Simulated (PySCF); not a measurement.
PySCF 2.14 output of an unrestricted PBE0 calculation on a single atom or ion in x2c-TZVPPall (11s7p7d4f2g, 113 functions), with scalar relativity by spin-free X2C-1e:

```
SCF conv_tol = 1e-09
number electrons alpha = 34  beta = 27
    C. Adamo and V. Barone.,  J. Chem. Phys. 110, 6158 (1999)
    M. Ernzerhof and G. E. Scuseria.,  J. Chem. Phys. 110, 5029 (1999)
cycle= 1 E= -10426.0802615521  delta_E= -0.023  |g|= 0.159  |ddm|= 0.445
cycle= 2 E= -10426.0775025229  delta_E= 0.00276  |g|= 0.222  |ddm|= 0.243
cycle= 3 E= -10426.0832059258  delta_E= -0.0057  |g|= 0.00826  |ddm|= 0.118
cycle= 4 E= -10426.0832137793  delta_E= -7.85e-06  |g|= 0.00185  |ddm|= 0.00746
cycle= 5 E= -10426.0832147756  delta_E= -9.96e-07  |g|= 0.000291  |ddm|= 0.00393
cycle= 6 E= -10426.0832150069  delta_E= -2.31e-07  |g|= 0.000116  |ddm|= 0.00163
cycle= 7 E= -10426.0832152383  delta_E= -2.31e-07  |g|= 4.68e-05  |ddm|= 0.00276
cycle= 8 E= -10426.0832152878  delta_E= -4.95e-08  |g|= 6.26e-06  |ddm|= 0.00193
cycle= 9 E= -10426.0832152879  delta_E= -7.64e-11  |g|= 5.91e-07  |ddm|= 6.46e-05
converged SCF energy = -10426.0832152879  <S^2> = 15.75288  2S+1 = 8.00072
```

The run itself started from symmetry-adapted Hartree-Fock orbitals and held the occupation by maximum overlap, on a logarithmic radial grid, so the iterations belong to that start.

Problem. Which element, charge and spin multiplicity is this?

Solution. Sm⁺ (samarium, charge +1), multiplicity 8; the state was [Xe] 4f6 6s1, high-spin 8F determinant.

Spin-orbit coupling, absent here, splits the open shell strongly.
